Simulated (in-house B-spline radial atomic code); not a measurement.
Radial electron density of Hg IV (Hg3+), [Xe] 4f14 5d9. All numbers are computed (scalar-relativistic (X2C) Hartree-Fock, spin-polarised, averaged over the determinants with the given up and down occupations; Fermi nucleus of rms radius 5.4648 fm) with a B-spline radial code for spherical atoms, not measured.

One-electron X2C: radii and densities carry no picture-change correction, so inner-shell <1/r> comes out high (for 1s by about 2 % at Z = 33, 5 % at 54, 10 % at 75, 30 % at 118) and <r> low.

Columns: r (bohr), 4πr²n(r) (electrons per bohr), bar.

```
0.000308      3.9 #
 0.00038    5.181 ##
0.000469    6.857 ##
0.000579    9.043 ###
0.000714    11.86 ###
0.000881    15.48 #####
 0.00109    20.15 ######
 0.00134    25.84 ########
 0.00165    32.92 ##########
 0.00204    41.68 ############
 0.00252    51.98 ###############
 0.00311    63.69 ###################
 0.00383    76.28 ######################
 0.00473    89.28 ##########################
 0.00583    101.1 ##############################
 0.00719    110.5 ################################
 0.00887    115.5 ##################################
  0.0109    115.2 ##################################
  0.0135    109.9 ################################
  0.0167    102.3 ##############################
  0.0205    97.71 #############################
  0.0253    101.5 ##############################
  0.0313    116.2 ##################################
  0.0386    136.4 ########################################
  0.0476    149.8 ############################################
  0.0587      146 ###########################################
  0.0724    128.3 ######################################
  0.0893    116.4 ##################################
    0.11    124.8 #####################################
   0.136    139.6 #########################################
   0.168    129.7 ######################################
   0.207    96.57 ############################
   0.255    76.95 #######################
   0.315    85.94 #########################
   0.388    91.72 ###########################
   0.479    71.31 #####################
   0.591     42.7 #############
   0.729    27.31 ########
     0.9     22.6 #######
    1.11    18.14 #####
    1.37    11.65 ###
    1.69    5.886 ##
    2.08    2.366 #
    2.57   0.7035 
    3.17   0.1454 
    3.91   0.0184 
    4.83 0.001213
```

On this grid the curve has 4 maxima, near 0.00887, 0.0476, 0.136, 0.388 bohr.

The 5d up radial function P(r) = rR(r), positive near the nucleus:

| r (bohr) | P |
| --- | --- |
| 0.00583 | 0.001106 |
| 0.00887 | 0.003284 |
| 0.0135 | 0.009495 |
| 0.0205 | 0.02597 |
| 0.0313 | 0.06615 |
| 0.0476 | 0.1459 |
| 0.0724 | 0.2586 |
| 0.11 | 0.3104 |
| 0.168 | 0.1144 |
| 0.255 | -0.3077 |
| 0.388 | -0.4318 |
| 0.591 | 0.1413 |
| 0.9 | 0.8352 |
| 1.37 | 0.896 |
| 2.08 | 0.4808 |
| 3.17 | 0.124 |
| 4.83 | 0.01115 |
